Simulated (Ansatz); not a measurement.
Sn(OEt)H3 (C₂H₈OSn), relaxed as a singlet with RKS PBE0-D4/def2-SVP in Ansatz, starting from the GFN2-xTB geometry. Force threshold 0.02 eV/Å.

In the def2 sets Sn takes a core potential; there is no spin–orbit coupling. Another isomer (singlet) lies 0.16 eV lower at PBE0-D4/def2-TZVP; other spin states weren't run for this one.

Start:

```xyz
12

C    -0.815    0.075   -0.028
C    -1.614   -1.070    0.572
O     0.548   -0.204    0.146
Sn    2.079    0.843   -0.458
H    -1.083    1.015    0.471
H    -1.060    0.180   -1.092
H    -2.678   -0.873    0.475
H    -1.369   -1.996    0.058
H    -1.360   -1.180    1.622
H     3.262   -0.126    0.152
H     2.023    2.379    0.208
H     2.066    0.957   -2.128
```

(1) Estimate the energy that the relaxation releases and the steps that it takes.

(2) Does the start keep its bonding and symmetry?

(3) Predict the relaxed structure.

Results:

(1) 11.6 kJ/mol, in 6 steps; 23 s on 2 threads of Arm Neoverse V1 on a shared host. No frequencies were taken in this run, so the end may be a saddle point.

(2) By distances, no bond broke or formed. The bond that changes most is Sn4–H10, from 1.65 to 1.70 Å (atoms count from 1).

(3) 
Cartesian coordinates in Å:
```
C -0.7547 0.0369 -0.0117
C -1.6479 -1.0422 0.5602
O 0.5827 -0.3205 0.2039
Sn 2.0744 0.8271 -0.4479
H -1.0012 1.0092 0.4672
H -0.9783 0.1619 -1.0933
H -2.7117 -0.7968 0.4163
H -1.4402 -2.0062 0.0719
H -1.4573 -1.1616 1.6373
H 3.4644 -0.0108 0.0740
H 1.9136 2.3735 0.2785
H 1.9563 0.9296 -2.1567
```
Bond lengths: 1 × C–C 1.51 Å; 1 × O–Sn 1.99 Å; 1 × C–O 1.40 Å; 5 × C–H 1.10 to 1.11 Å; 3 × H–Sn 1.70 to 1.72 Å.
